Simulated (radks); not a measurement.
Results of a calculation; reference values are marked as such.
Problem. These are the eigenvalues of the occupied orbitals of an atom or ion with whole-number occupations (hartree). Level of theory: scalar-relativistic Kohn-Sham, BP86, spin-polarised, spherical densities, finite nucleus; Fermi nuclear charge, rms radius of each element as measured or else 0.836 A^(1/3) + 0.57 fm (a radial shooting solver on a logarithmic mesh with Libxc functionals).

| orbital | eigenvalue |
|---|---|
| 1s down | -2251.586 |
| 1s up | -2251.586 |
| 2s up | -382.5229 |
| 2s down | -382.5225 |
| 2p up | -337.3403 |
| 2p down | -337.3400 |
| 3s up | -87.21598 |
| 3s down | -87.19890 |
| 3p up | -73.59000 |
| 3p down | -73.57292 |
| 3d up | -56.97657 |
| 3d down | -56.96353 |
| 4s up | -18.18048 |
| 4s down | -18.14603 |
| 4p up | -13.70254 |
| 4p down | -13.66880 |
| 4d up | -7.80320 |
| 4d down | -7.77023 |
| 5s up | -3.16321 |
| 5s down | -3.14819 |
| 5p up | -2.10809 |
| 5p down | -2.09737 |
| 4f up | -1.34084 |
| 4f down | -1.31133 |

Which element is it, and in what charge state? The configuration may be excited. Open shells, if any, are filled with parallel spins first.

Solution. Z = 70, ytterbium, charge +3: Yb3+ in [Xe] 4f13. The list shows which subshells hold electrons but not how many an open one holds; the 1s level, -2251.6 hartree, gives Z - s = 67.1 by -(Z - s)^2/2, which with screening and relativity narrows Z to a few neighbours, and the depths of the outer levels then fix element, charge and occupations together.
